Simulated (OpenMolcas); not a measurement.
Au3+: moving or changing the point charges

Au3+ among 4 point charges of -1.5 e arranged as a tetrahedron (Td), 1.82 Å from the ion.
```
   1.0508    1.0508    1.0508  -1.50
   1.0508   -1.0508   -1.0508  -1.50
  -1.0508    1.0508   -1.0508  -1.50
  -1.0508   -1.0508    1.0508  -1.50
```

```yaml
Program: OpenMolcas 26.06
Method: CASSCF
Basis: ANO-RCC-VDZP [7s6p4d2f]
Scalar_Hamiltonian: DKH2, point nucleus
Active_space: 8 electrons in 5 orbitals (5d)
State_averaging: 2S+1 = 3 even, 10 roots; 2S+1 = 1 even, 15 roots
Spin-orbit_coupling: RASSI with atomic mean-field integrals over the reference wave functions
```

Runs around this geometry, states (labels of Td). Energies in cm-1 above the lowest state or level, χT in cm3 K/mol; under a threefold ground state the first gap can be a small split of the lowest multiplet, not the spin-orbit step; 10Dq and B are least-squares fits to the states below 45000 cm-1, weighted by degeneracy, with a free offset, and given where the rms deviation is under 5 % of |10Dq| (or 100 cm-1) and under 700 cm-1; 10Dq is negative for this site.

```tsv
R (Å)	q (e)	Ground state	First state of that spin	10Dq	B (rms of fit)	First gap with spin-orbit (degeneracies)	χT at 300 K	First state of another spin
1.82	-0.98	3T1	3T2 2333	-2746	919 (42)	744.1 (1, 3)	2.066	1T2 13049
1.74	-1.5	3T1	3T2 3886	-4484	906 (111)	1109 (1, 3)	1.445	1T2 13378
1.82	-1.5	3T1	3T2 3263	-3790	912 (82)	973.1 (1, 3)	1.637	1T2 13265
1.96	-1.5	3T1	3T2 2421	-2838	917 (52)	763.4 (1, 3)	2.022	1T2 13076
```

Taking |10Dq| as R^-n, n = -ln(2838 / 4484) / ln(1.96 / 1.74) = 3.8 between the shortest and longest distance. The point-charge formula for a cubic d site gives n = 5.

Scaling the charges by -0.98 / -1.5 = 0.65 scales |10Dq| by 2746 / 3790 = 0.72; with fixed orbitals a first-order splitting would follow the charge.

An orbital triplet at a regular site is open to Jahn-Teller coupling, which can distort the site and quench the lowest spin-orbit gaps and is left out. Without dynamic correlation the repulsion within the d shell is too large (B by tens of per cent), so at a given field states of lower spin stand too high. Real 4d8 and 5d8 ions are as a rule square planar and diamagnetic. Point charges carry no covalency, so the field is a model and not that of real ligands. No measured value stands beside these numbers.
